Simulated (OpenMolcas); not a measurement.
3d ions of charge +3 along the row

| Property | Result |
| --- | --- |
| Program | OpenMolcas |
| Method | CASSCF |
| Basis | ANO-R3 |
| Scalar Hamiltonian | X2C, finite nucleus |
| Spin-orbit coupling | state interaction with AMFI integrals over the reference wave functions, term energies averaged over their components |

Active space: the 3d shell.

B and C come from two terms' centres of gravity (d2, d8: 3P = 15B, 1G = 12B + 2C; d3, d7: 4P = 15B, 2G = 4B + 3C; d4, d6: 3G = 9B + 4C, 3H = 4B + 4C; d5: 4D = 17B + 5C, 4G = 10B + 5C, above the ground term), where all their levels are at least 80 % pure. ζ = ±2S·A comes from the whole width of the ground multiplet by E(J) = (A/2) J(J+1), where its levels are at least 85 % pure. Energies in cm-1.

```json
{"Ion": "V3+", "Configuration": "3d²", "Lowest level": "³F₂", "Weight (%)": "100", "B": "1094", "B measured": "", "C": "4015", "C measured": "", "ζ": "216", "ζ measured": "210"}
{"Ion": "Cr3+", "Configuration": "3d³", "Lowest level": "⁴F_3/2", "Weight (%)": "100", "B": "1164", "B measured": "917", "C": "4358", "C measured": "3677", "ζ": "283", "ζ measured": "270"}
{"Ion": "Mn3+", "Configuration": "3d⁴", "Lowest level": "⁵D₀", "Weight (%)": "100", "B": "1243", "B measured": "839", "C": "4618", "C measured": "4401", "ζ": "380", "ζ measured": "354"}
{"Ion": "Fe3+", "Configuration": "3d⁵", "Lowest level": "⁶S_5/2", "Weight (%)": "100", "B": "1309", "B measured": "", "C": "4895", "C measured": "", "ζ": "", "ζ measured": ""}
{"Ion": "Co3+", "Configuration": "3d⁶", "Lowest level": "⁵D₄", "Weight (%)": "100", "B": "1404", "B measured": "", "C": "5058", "C measured": "", "ζ": "592", "ζ measured": "597"}
{"Ion": "Ni3+", "Configuration": "3d⁷", "Lowest level": "⁴F_9/2", "Weight (%)": "100", "B": "1425", "B measured": "1146", "C": "5330", "C measured": "4863", "ζ": "739", "ζ measured": "749"}
{"Ion": "Cu3+", "Configuration": "3d⁸", "Lowest level": "³F₄", "Weight (%)": "100", "B": "1512", "B measured": "1237", "C": "5455", "C measured": "5357", "ζ": "882", "ζ measured": "879"}
```

Measured columns use the levels in Sugar and Corliss, J. Phys. Chem. Ref. Data 7, 1191 (1978) (V3+); Sugar and Corliss, J. Phys. Chem. Ref. Data 6, 317 (1977) (Cr3+); Corliss and Sugar, J. Phys. Chem. Ref. Data 6, 1253 (1977) (Mn3+); Sugar and Corliss, J. Phys. Chem. Ref. Data 10, 1097 (1981) (Co3+); Corliss and Sugar, J. Phys. Chem. Ref. Data 10, 197 (1981) (Ni3+); Sugar and Musgrove, J. Phys. Chem. Ref. Data 19, 527 (1990) (Cu3+).

The computed B goes from 1094 (V3+) to 1512 cm-1 (Cu3+), a factor of 1.38, rising at every step. It departs from the measured column by +22 to +48 %. The Trees term is left out, which lowers the B read from the levels of every ion, most for d4 to d6. The pair of terms that fixes B changes along the row, so steps between ions also reflect that choice.

The computed ζ goes from 216 (V3+) to 882 cm-1 (Cu3+), a factor of 4.08, rising at every step. It departs from the measured column by -1 to +7 %.

Without dynamic correlation excited terms often stand tens of per cent too high (terms of higher spin than the ground term too low), and those without a measured partner can miss by more than the paired ones. Some levels mix across a computed gap that differs much from the measured one, so their mixing is not that of the real levels (holds for Fe3+). Computed and measured levels are paired by configuration, term and J; levels that our copy of the source lacks, or whose pairing is in doubt (as where it misses far off the trend of its configuration), stay unpaired and out of the deviations. Levels of configurations outside the active space are missing.
